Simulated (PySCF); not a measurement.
Input for PySCF: R-B3LYP/6-31G* on H3N3 (a complex), monomers drawn apart or pushed together.

```python
from pyscf import gto, scf, dft, mp
from pyscf.data.elements import chemcore

mol = gto.M(
    atom='''
    N    -0.07682120   -0.11839229   -0.35457497
    H     0.88079986    0.15030491   -0.54933606
    H    -0.65972011    0.69039443   -0.53695089
    H    -0.13922695   -0.31914769    0.63667078
    N    -0.01154335   -0.04259416    4.08759841
    N    -0.06995650   -0.18091726    3.00731454
    ''',
    basis='6-31g*',
    cart=True,
    charge=0, spin=0, verbose=3, max_memory=1800)
mf = dft.RKS(mol, xc='b3lyp')
mf.conv_tol = 1e-8
mf.max_cycle = 100
mf.kernel()
if not mf.converged:
    mf = mf.newton().run(mf.mo_coeff, mf.mo_occ)
```

Problem. Predict the final total energy.

Solution. -166.0721 hartree.
